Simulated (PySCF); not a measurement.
Calculation: PySCF with PBE-D3(BJ)/def2-TZVP. Isolated molecules, 0 K electronic values unless said otherwise. Excitations are Tamm–Dancoff values on a coarser integration grid. The basis has no diffuse functions, so Rydberg states are missing or too high.

Reference species (SMILES): `F[Si](F)(F)[SiH3]` (neutral, multiplicity 1).

| Quantity | Result |
|---|---|
| T1 excitation (TDA) | 6.28 eV |
| LUMO | -1.23 eV |
| HOMO–LUMO gap | 6.88 eV |

After one change: the T1 excitation (TDA) drops by 1.28 eV; the LUMO falls by 0.26 eV; the HOMO–LUMO gap falls by 1.57 eV.

Which change was made? The new species is one of these.
A) `F[Si](F)(F)F`
B) `F[Si](F)(F)[SeH]`
C) `B[Si](F)(F)F`
D) `F[Si](F)(F)I`

B, `F[Si](F)(F)[SeH]`
